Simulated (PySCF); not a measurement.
CH₃BrFIn, singlet, at a GFN2-xTB geometry (such geometries of metal compounds can be far from the true shape) (all electrons, no relativity); CASSCF(4,4)/STO-3G (PySCF).

PySCF was given this input:
```python
from pyscf import gto, scf, mcscf
import numpy

mol = gto.M(
    atom='''
In    0.13715059   -0.51364304    0.36223366
F    -1.47378392   -1.65967767    0.36510090
Br   -0.29505812    1.51164344   -1.02043403
C     1.79685451   -1.37846657    1.57238729
H     2.03912394   -0.68046737    2.36672545
H     2.64750163   -1.53926226    0.91861769
H     1.40295789   -2.31138334    1.96016661
''',
    basis='sto-3g',
    verbose=4,
)

mf = scf.RHF(mol)
mf.kernel()
mc = mcscf.CASSCF(mf, 4, 4)
mc.fix_spin_(ss=0.0)
mc = mc.newton()
mc.kernel()
occ = numpy.linalg.eigvalsh(mc.fcisolver.make_rdm1(mc.ci, mc.ncas, mc.nelecas))[::-1]
ss = mc.fcisolver.spin_square(mc.ci, mc.ncas, mc.nelecas)[0]
print('natural occupations', occ.round(4), ' <S^2>', round(ss, 4))
```

### Question
Predict the main parts of the log of this PySCF run.

### Answer

```
PySCF version 2.14.0

[INPUT] verbose = 4
[INPUT] num. atoms = 7
[INPUT] num. electrons = 102
[INPUT] charge = 0
[INPUT] spin (= nelec alpha-beta = 2S) = 0
[INPUT] symmetry False subgroup None
[INPUT] Mole.unit = angstrom
[INPUT] Symbol           X                Y                Z      unit          X                Y                Z       unit  Magmom
[...]
nuclear repulsion = 684.477047219335
number of shells = 28
number of NR pGTOs = 174
number of NR cGTOs = 58
basis = sto-3g
ecp = {}

******** <class 'pyscf.scf.hf.RHF'> ********
method = RHF
initial guess = minao
damping factor = 0
level_shift factor = 0
DIIS = <class 'pyscf.scf.diis.CDIIS'>
diis_start_cycle = 1
diis_space = 8
diis_damp = 0
SCF conv_tol = 1e-09
SCF conv_tol_grad = None
SCF max_cycles = 50
direct_scf = True
direct_scf_tol = 1e-13
Set gradient conv threshold to 3.16228e-05
Initial guess from minao.
init E= -8345.18528224358
[...]
cycle= 1 E= -8364.63902687616  delta_E= -19.5  |g|= 0.507  |ddm|=  2.9
[...]
cycle= 2 E= -8364.7990334867  delta_E= -0.16  |g|= 0.21  |ddm|= 1.37
[...]
cycle= 3 E= -8364.81686447792  delta_E= -0.0178  |g|= 0.0482  |ddm|= 0.353
[...]
cycle= 4 E= -8364.8192029265  delta_E= -0.00234  |g|= 0.0125  |ddm|= 0.159
[...]
cycle= 5 E= -8364.81939227619  delta_E= -0.000189  |g|= 0.00315  |ddm|= 0.0508
[...]
cycle= 6 E= -8364.81940607696  delta_E= -1.38e-05  |g|= 0.000809  |ddm|= 0.014
[...]
cycle= 7 E= -8364.81940677888  delta_E= -7.02e-07  |g|= 0.000245  |ddm|= 0.00279
[...]
cycle= 8 E= -8364.81940685381  delta_E= -7.49e-08  |g|= 5e-05  |ddm|= 0.00105
[...]
cycle= 9 E= -8364.81940685693  delta_E= -3.12e-09  |g|= 8.93e-06  |ddm|= 0.00022
[...]
cycle= 10 E= -8364.81940685704  delta_E= -1.13e-10  |g|= 1.91e-06  |ddm|= 3.96e-05
[...]
Extra cycle  E= -8364.81940685705  delta_E= -5.46e-12  |g|= 1e-06  |ddm|= 4.98e-06
converged SCF energy = -8364.81940685705

******** <class 'pyscf.mcscf.newton_casscf.CASSCF'> ********
CAS (2e+2e, 4o), ncore = 49, nvir = 5
max_cycle_macro = 50
max_cycle_micro = 10
conv_tol = 1e-07
conv_tol_grad = None
orbital rotation max_stepsize = 0.03
augmented hessian ah_max_cycle = 30
augmented hessian ah_conv_tol = 1e-12
augmented hessian ah_linear dependence = 1e-14
augmented hessian ah_level shift = 1e-08
augmented hessian ah_start_tol = 500
augmented hessian ah_start_cycle = 3
augmented hessian ah_grad_trust_region = 3
kf_trust_region = 3
kf_interval = 5
natorb = False
canonicalization = True
internal_rotation = False
[...]
CASCI E = -8364.82032109432  dE = -8364.8203  S^2 = 0.0000000
[...]
macro 5 (11 JK  7 micro), CASSCF E = -8364.83522720506  dE = -0.0023  |grad|=0.00606  S^2 = 0.0000000
macro 6 (11 JK  7 micro), CASSCF E = -8364.83531595882  dE = -8.875e-05  |grad|=0.00363  S^2 = 0.0000000
macro 7 (11 JK  7 micro), CASSCF E = -8364.83533793643  dE = -2.198e-05  |grad|=0.00106  S^2 = 0.0000000
macro 8 (9 JK  5 micro), CASSCF E = -8364.83534037686  dE = -2.44e-06  |grad|=0.00116  S^2 = 0.0000000
macro 9 (7 JK  4 micro), CASSCF E = -8364.83534247281  dE = -2.096e-06  |grad|=0.000538  S^2 = 0.0000000
macro 10 (7 JK  4 micro), CASSCF E = -8364.83535977287  dE = -1.73e-05  |grad|=0.000991  S^2 = 0.0000000
macro 11 (11 JK  7 micro), CASSCF E = -8364.83541159855  dE = -5.183e-05  |grad|=0.00423  S^2 = 0.0000000
macro 12 (11 JK  7 micro), CASSCF E = -8364.83559316457  dE = -0.0001816  |grad|=0.00404  S^2 = 0.0000000
macro 13 (11 JK  7 micro), CASSCF E = -8364.83582176971  dE = -0.0002286  |grad|=0.00436  S^2 = 0.0000000
macro 14 (11 JK  7 micro), CASSCF E = -8364.83647452381  dE = -0.0006528  |grad|=0.00416  S^2 = 0.0000000
macro 15 (11 JK  7 micro), CASSCF E = -8364.8373978271  dE = -0.0009233  |grad|=0.00465  S^2 = 0.0000000
macro 16 (11 JK  7 micro), CASSCF E = -8364.83893954467  dE = -0.001542  |grad|=0.00855  S^2 = 0.0000000
macro 17 (20 JK  15 micro), CASSCF E = -8364.84680111111  dE = -0.007862  |grad|=0.0829  S^2 = 0.0000000
macro 18 (19 JK  14 micro), CASSCF E = -8364.84846524399  dE = -0.001664  |grad|=0.0223  S^2 = 0.0000000
macro 19 (11 JK  7 micro), CASSCF E = -8364.85376307798  dE = -0.005298  |grad|=0.0182  S^2 = 0.0000000
macro 20 (12 JK  7 micro), CASSCF E = -8364.8544917632  dE = -0.0007287  |grad|=0.00283  S^2 = 0.0000000
macro 21 (7 JK  3 micro), CASSCF E = -8364.85498115984  dE = -0.0004894  |grad|=0.00317  S^2 = 0.0000000
macro 22 (13 JK  7 micro), CASSCF E = -8364.85500448814  dE = -2.333e-05  |grad|=6.49e-05  S^2 = 0.0000000
macro 23 (8 JK  4 micro), CASSCF E = -8364.855004659  dE = -1.709e-07  |grad|=4.26e-05  S^2 = 0.0000000
macro 24 (1 JK  0 micro), CASSCF E = -8364.85500465901  dE = -3.638e-12  |grad|=2.16e-05  S^2 = 0.0000000
newton CASSCF converged in 24 macro (51 KF 217 Hx) steps
CASSCF canonicalization
Density matrix diagonal elements [1.95511704 1.96400813 0.04105204 0.03982279]
CASSCF energy = -8364.85500465901
CASCI E = -8364.85500465901  E(CI) = -3.63291646600192  S^2 = 0.0000000
natural occupations [1.9701 1.9538 0.0492 0.0269]  <S^2> 0.0
```
